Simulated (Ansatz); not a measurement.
Species: C2H10N2O2Si, charge 0, multiplicity 1. 
Geometry from a B3LYP-D3(BJ)/def2-TZVP (Ansatz, a quantum-chemistry and plane-wave program) optimisation:
```xyz
17

Si     0.0834    -0.4969    -0.0089
O     -1.0030     0.3066    -0.9515
C     -2.0390     1.1067    -0.4142
O      0.8535     0.5838     0.9675
C      1.5685     1.6964     0.4645
N      1.0299    -1.2897    -1.1761
N     -0.5456    -1.5954     1.1243
H     -2.6340     1.4960    -1.2409
H     -2.6910     0.5223     0.2427
H     -1.6402     1.9502     0.1584
H      2.3717     1.3801    -0.2086
H      2.0087     2.2294     1.3078
H      0.9129     2.3830    -0.0806
H      1.7606    -1.9380    -0.9414
H      1.0371    -1.0088    -2.1411
H     -0.6384    -1.3662     2.0984
H     -1.0260    -2.4382     0.8628
```
Charge 0, spin multiplicity 1.

Parts of the frozen-core correlation energy in 6-31G (Ansatz, hartree). Frozen orbitals: 11; correlated occupied orbitals by spin: 22 and 22; virtual: 54 and 54. No spin-orbit coupling. No relativistic terms.

| term | value |
|---|---|
| reference (HF) | -629.03530 |
| MP2 opposite-spin | -0.52434 |
| MP2 same-spin | -0.16137 |
| CCSD correlation | -0.73578 |
| (T) | -0.01440 |
| T1 diagnostic | 0.011 |
| largest doubles amplitude | 0.015 |
